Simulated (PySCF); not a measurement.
From one molecule to another.

First species: C6H9Al.
SMILES: `C=[CH][Al]([CH]=C)[CH]=C`

Second species: Phosphasilene FPSiF2, F3PSi.
Bonds: F1–P2, P2–Si3 (double), Si3–F4, Si3–F5.

Levels: CAM-B3LYP/def2-SVPD for dipole moment, HOMO energy, LUMO energy, HOMO–LUMO gap, static isotropic polarisability and electronic spatial extent ⟨r²⟩ about the centre of nuclear charge; TDDFT CAM-B3LYP/def2-SVPD for lowest singlet excitation; TDA CAM-B3LYP/def2-SVPD for lowest triplet excitation (Tamm–Dancoff); ΔSCF CAM-B3LYP/def2-SVPD for vertical ionisation energy; PBE0-D3(BJ)/def2-SVP for rotational constant A and rotational constant C. Geometries: PBE0-D3(BJ)/def2-SVP. Each species is one conformer at its optimised geometry, gas phase, non-relativistic unless stated; the electronic structure was computed with PySCF and density fitting.

The conformers computed, where there is a choice (atom-mapped SMILES and torsion angles):
- `[CH2:1]=[CH:2][Al:3]([CH:4]=[CH2:5])[CH:6]=[CH2:7]`: C1–C2–Al3–C4 179°, C2–Al3–C4–C5 -1°, C2–Al3–C6–C7 179°

(1) Which has the higher static isotropic polarisability?

(2) Which of the two has the higher ⟨r²⟩, and by how much?

(3) Which has the higher vertical ionisation energy?

(4) Which has the higher rotational constant C?

(5) Which has the higher HOMO–LUMO gap?

(6) Which has the higher HOMO energy?

(7) Which of the two has the higher dipole moment, and by how much?

(8) Which has the higher rotational constant A?

Answers

(1) The first: 99.1 au against 54.4 au, a difference of 44.7 au.

(2) The first: 1232 bohr² against 663 bohr², a difference of 569 bohr².

(3) The first: 9.84 eV against 9.18 eV, a difference of 0.66 eV.

(4) The second: 1.513 GHz against 0.949 GHz, a difference of 0.564 GHz.

(5) The first: 8.57 eV against 7.04 eV, a difference of 1.53 eV.

(6) The second: -8.16 eV against -9.10 eV, a difference of 0.94 eV.

(7) The second: 1.03 D against 0.01 D, a difference of 1.02 D.

(8) The second: 5.776 GHz against 1.900 GHz, a difference of 3.876 GHz.

On the first: The ΔSCF ionisation energy exceeds −ε(HOMO) by 0.74 eV with CAM-B3LYP. The 10 singlets span 5.11 to 7.19 eV, and their oscillator strengths add up to 0.54.

On the second: 1 of the 10 computed singlets lies in the visible range (750 to 380 nm, 1.65 to 3.26 eV), with an oscillator strength of 0.007. The 10 singlets span 3.09 to 8.75 eV, and their oscillator strengths add up to 1.00.
